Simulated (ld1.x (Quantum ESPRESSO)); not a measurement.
**silicon (Si): excitation energies, all-electron against TM**

ld1.x (Quantum ESPRESSO) 7.5 input, shortened:

```
&input
   title='Si', zed=14., rel=1, dft='PZ', iswitch=3,
   config='[Ne] 3s2 3p2 3d-2'
 /
 &inputp
   pseudotype=2, tm=.true., lloc=1,
   nlcc=.true.
 /
3
2S  1  0   2.00   0.00  0.80  0.80  0.0
3D  3  2  -2.00  -0.05  0.70  0.70  0.0
2P  2  1   6.00   0.00  0.60  0.60  0.0
 &test
   configts(1)='2s2 2p6 3s2 3p2'
 /
```

Occupied shells without a wave of their own: 3p, 3s. They enter only through the test configuration that unscreens the potential, and ld1.x also counts them in the model core charge.

Energies are relative to the spin-unpolarised reference configuration 2s2 2p6 3s2 3p2; without spin polarisation the order of configurations can differ from experiment. Spin-polarised rows fill each open shell by Hund’s rule, majority spin first.

ld1.x takes every shell without a wave as core, so the model core holds the 3p, 3s electrons as well and exchange and correlation see them twice. This cancels in the reference configuration, but the file is broken for other ones, and its errors say nothing about a proper core correction.

```
           valence configuration  charge  ΔE all-electron (eV)  error AE − PS (meV)
                 2s2 2p6 3s2 3p1      +1                 7.829                  -89
                 2s2 2p6 3s2 3p0      +2                23.943                 -492
                 2s2 2p6 3s1 3p0      +3                58.088                -1507
                 2s2 2p5 3s2 3p2      +1               110.082                  -92
               2s2 2p6 3s2 3p2.3    -0.3                -0.957                  -20
                 2s1 2p6 3s2 3p2      +1               152.287                 -278
                 2s2 2p6 3s0 3p0      +4               103.187                -3695
2s2 2p6 3s2 3p2 (spin-polarised)       0                -0.611                 -203
2s2 2p6 3s2 3p1 (spin-polarised)      +1                 7.624                 -165
```
